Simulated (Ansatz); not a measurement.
Ansatz (a quantum-chemistry and plane-wave program) input (HF/aug-cc-pV(Q+d)Z):
A basis named .json is the Basis Set Exchange file of that set.

Ansatz 0.2 input:
```yaml
crystal:
  periodic: [false, false, false]
  atoms:
    - {symbol: Al, position_ang: [-0.00000000, -0.00000000, -0.58860116]}
    - {symbol: O, position_ang: [-0.00000000, -0.00000000, -2.18527441]}
    - {symbol: Cl, position_ang: [0.00000000, 0.00000000, 1.47847120]}
basis:
  gaussian:
    orbitals: aug-cc-pV_Q+d_Z.json
hamiltonian:
  xc: hf
```

End of the output:

```
integrals: 0.18 GiB planned
1241 factors; their error is unknown
mean field: 1.08 GiB planned
mean field evaluation 1: about -21120.3439 eV, gradient 5.5e1 eV
mean field evaluation 2: about -21116.9210 eV, gradient 7.0e1 eV
mean field evaluation 4: about -21126.3465 eV, gradient 1.1e0 eV
mean field evaluation 8: about -21126.3553 eV, gradient 6.6e-2 eV
mean field -21126.78934518 eV, -776.3951881834 hartree, gradient 1.3e-5 eV, S^2 0.000000; 0 other end points of the search recorded, 0 dependent functions left out
reference -21126.78934518 eV, -776.3951881834 hartree; 19, 19 occupied and 239, 239 virtual orbitals, 1241 factors
Total energy: -21126.78934518 eV, -776.3951881834 hartree
```
